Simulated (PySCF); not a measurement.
## Ionisation energy of Mo by level of theory

Mo [Kr] 4d5 5s1 (7S) → Mo+ [Kr] 4d5 (6S), as a difference of total energies. Computed with PySCF 2.14 in x2c-TZVPPall (8s6p6d2f1g, 79 functions), with scalar relativity by spin-free X2C-1e. Correlated levels: valence: [Kr] frozen. The calculations carry no spin-orbit coupling.

Order these methods by the ionisation energy they give, lowest first.
A. CCSD(T) (valence)
B. UHF
C. CCSD (valence)
D. MP2 (valence)

B (6.255 eV), D (6.786 eV), C (6.810 eV), A (6.840 eV).

Errors of the correlated levels include the incompleteness of this basis and the frozen core.

For comparison: 7.092 eV (measured; NIST Atomic Spectra Database, ionization energies).
